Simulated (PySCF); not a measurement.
A PySCF script (with the pyscf-properties extension) for the NMR shieldings of `S(C)c1cnncn1`, C₄H₅N₃S, on a GFN2-xTB geometry:

```python
import basis_set_exchange as bse
import numpy as np
from pyscf import gto, dft
from pyscf.prop import nmr

atoms = """
C     2.338976    0.607878    0.273682
S     1.572227   -1.014553    0.015330
C    -0.103719   -0.584257    0.157206
C    -1.123590   -1.549748    0.026093
N    -2.379921   -1.202890    0.137608
N    -2.695800    0.048624    0.372491
C    -1.728377    0.927772    0.490077
N    -0.426330    0.679347    0.394379
H     3.411296    0.459272    0.205909
H     1.991526    1.287768   -0.497251
H     2.059340    0.977248    1.254864
H    -0.908294   -2.589492   -0.167048
H    -2.011721    1.953517    0.683158
"""
names = dict.fromkeys(["C", "S", "N", "H"], "pcSseg-1")
basis = {el: gto.basis.parse(bse.get_basis(n, elements=[el], fmt="nwchem")) for el, n in names.items()}
mol = gto.M(atom=atoms, basis=basis, charge=0, verbose=0)
mf = dft.RKS(mol, xc="PBE0")
mf.grids.level = 2
mf.grids.alignment = dft.numint.BLKSIZE   # the property module wants whole blocks of grid points
mf.conv_tol = 1e-9
mf.kernel()

calc = nmr.RKS(mf)   # GIAO
C = mf.mo_coeff
Co = C[:, mf.mo_occ > 0]
resp = mf.gen_response(singlet=True, hermi=2)
def vind(x):   # induced exchange potential for any number of trial vectors
    d = np.einsum("pi,xij,qj->xpq", C, 2 * x.reshape(-1, C.shape[1], Co.shape[1]), Co, optimize=True)
    return np.einsum("xpq,pi,qj->xij", resp(d - d.transpose(0, 2, 1)), C, Co, optimize=True).ravel()
mo1, _ = nmr.rhf.solve_mo1(calc, with_cphf=vind)
sigma = calc.kernel(mo1)
for i, s in enumerate(sigma):   # ppm
    print("%2d %-2s %9.2f" % (i, mol.atom_pure_symbol(i), np.trace(s) / 3))
```

**Question.** What are the results?

**Answer.** 
```
 0 C     168.37
 1 S     464.84
 2 C      14.17
 3 C      32.01
 4 N    -206.45
 5 N    -134.59
 6 C      25.89
 7 N     -44.56
 8 H      29.56
 9 H      28.97
10 H      28.97
11 H      22.21
12 H      22.21
```

These numbers come from an equivalent density-fitted implementation of the same equations, which agrees with the script to about 0.01 ppm for H and up to a few tenths of a ppm for heavy atoms, so last digits may differ.

**Question.** Turn these shieldings into chemical shifts. Referencing at the same level of theory: 13C (186.93 ppm) and 1H (31.72 ppm) vs TMS; 33S (503.73 ppm) vs CS2; 15N (267.73 ppm) vs NH3.

**Answer.** Averaging equivalent atoms: C 2: 172.8; C 6: 161.0; C 3: 154.9; C 0: 18.6; S 1: 39; N 4: 474.2; N 5: 402.3; N 7: 312.3; H 11: 9.51; H 12: 9.50; H 8/9/10: 2.55 ppm. Experimental scales use liquid or dissolved standards, which lie at an offset from isolated NH3 (liquid NH3: subtract about 20 ppm). Unscaled 15N shifts of sp2 nitrogen come out 20 to 40 ppm too high even then.

Size and cost of the density-fitted run: 168 basis functions, of the order of 50 core-seconds.
